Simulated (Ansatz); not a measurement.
C2H4GeS, SMILES `S=[C]1[CH2][GeH2]1`. Charge 0, multiplicity 1. All single points use the PBE0-D4/def2-TZVP geometry.

```xyz
8

S    -1.344    2.144   -0.635
C    -0.407    0.868   -0.423
C    -0.526   -0.584   -0.545
Ge    0.862    0.011    0.768
H    -1.497   -1.059   -0.429
H     0.075   -1.017   -1.347
H     0.574    0.062    2.265
H     2.262   -0.426    0.345
```

(1) What is the dipole moment at B3LYP/def2-TZVPP? (Best estimate.)

(2) And with PBE, r2SCAN, ωB97M-V? (An estimate is asked.)

(3) Give the Mulliken charges with B3LYP, PBE, r2SCAN in def2-TZVPP. (Best estimate.)

Results:

(1) Ansatz gave: 2.72 D, with components (1.44, -2.19, 0.72) D in this frame, pointing from negative to positive charge.

(2) Computed: PBE 2.56 D, r2SCAN 2.72 D, ωB97M-V 2.81 D.

(3) Ansatz gave: 
```tsv
atom	B3LYP	PBE	r2SCAN
S1	-0.17	-0.17	-0.16
C2	-0.03	-0.02	-0.05
C3	-0.19	-0.15	-0.12
Ge4	0.11	0.09	0.12
H5	0.11	0.09	0.08
H6	0.12	0.12	0.11
H7	0.02	0.02	0.02
H8	0.02	0.02	0.02
```

B3LYP here is the variant with VWN-RPA as its local correlation; programs differ in this.
